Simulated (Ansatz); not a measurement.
Mulliken charges of CH₄FNbO₂, SMILES `[CH3][Nb](=[O])([OH])[F]` from r2SCAN/def2-TZVPP in Ansatz (PBE0-D4/def2-TZVP geometry).

```json
{"atom": "C1", "x (Å)": "-0.410", "y (Å)": "-0.378", "z (Å)": "-1.269", "charge (e)": "-0.407"}
{"atom": "Nb2", "x (Å)": "0.600", "y (Å)": "0.301", "z (Å)": "0.500", "charge (e)": "1.351"}
{"atom": "O3", "x (Å)": "1.604", "y (Å)": "-0.989", "z (Å)": "0.933", "charge (e)": "-0.514"}
{"atom": "O4", "x (Å)": "-0.709", "y (Å)": "0.572", "z (Å)": "1.829", "charge (e)": "-0.526"}
{"atom": "F5", "x (Å)": "1.613", "y (Å)": "1.821", "z (Å)": "0.079", "charge (e)": "-0.399"}
{"atom": "H6", "x (Å)": "-0.952", "y (Å)": "-1.308", "z (Å)": "-1.074", "charge (e)": "0.090"}
{"atom": "H7", "x (Å)": "0.322", "y (Å)": "-0.575", "z (Å)": "-2.059", "charge (e)": "0.093"}
{"atom": "H8", "x (Å)": "-1.118", "y (Å)": "0.379", "z (Å)": "-1.621", "charge (e)": "0.083"}
{"atom": "H9", "x (Å)": "-0.862", "y (Å)": "0.131", "z (Å)": "2.666", "charge (e)": "0.230"}
```

Task: By hand: the dipole of these point charges (1 e Å = 4.8032 D).

Result: Σ q r = (-0.464, -0.068, -0.091) e Å, of length 0.478 e Å = 2.30 D.

Task: How does the dipole of the full density compare? (An estimate is asked.)

Result: Ansatz gave: (-0.479, -0.002, 0.121) e Å, 2.37 D; the point charges give 0.97 times that, at 26° from its direction.

Point charges leave out the atoms' own dipoles, such as those of lone pairs, and Mulliken's split depends on the basis, so the two needn't agree.
